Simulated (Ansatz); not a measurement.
One change: `OC[AsH2]` becomes `O[CH2][ZnH]`.

Ansatz, PBE0-D4/def2-TZVP geometries, multiplicity 1. Each molecule was computed in one conformer, which needn't be the lowest.

Scalar relativity is left out up to krypton.

| property | `OC[AsH2]` |
| --- | --- |
| LUMO energy (ωB97M-V/def2-TZVPP) / eV | 1.77 |
| LUMO energy (PBE/def2-TZVPP) / eV | -0.70 |
| HOMO energy (ωB97M-V/def2-TZVPP) / eV | -9.29 |
| HOMO energy (PBE/def2-TZVPP) / eV | -5.86 |
| HOMO energy (B3LYP/def2-TZVPP) / eV | -6.91 |
| HOMO–LUMO gap (B3LYP/def2-TZVPP) / eV | 6.74 |

(1) What does the change do to each property? (An estimate is asked.)

## Answers

(1) Ansatz gave: 
```tsv
property	`O[CH2][ZnH]`	shift
LUMO energy (ωB97M-V/def2-TZVPP) / eV	0.65	-1.12
LUMO energy (PBE/def2-TZVPP) / eV	-1.44	-0.74
HOMO energy (ωB97M-V/def2-TZVPP) / eV	-8.75	0.54
HOMO energy (PBE/def2-TZVPP) / eV	-5.21	0.65
HOMO energy (B3LYP/def2-TZVPP) / eV	-6.31	0.60
HOMO–LUMO gap (B3LYP/def2-TZVPP) / eV	5.32	-1.42
```

With PBE0 the HOMO rises by 0.61 eV and the LUMO falls by 0.81 eV, so the gap narrows by about 1.42 eV. PBE moves the HOMO by 0.65 eV and ωB97M-V by 0.54 eV. The zero-point energy changes by -28.5 kJ/mol with -3 modes.

B3LYP here is the variant with VWN-RPA as its local correlation; programs differ in this.
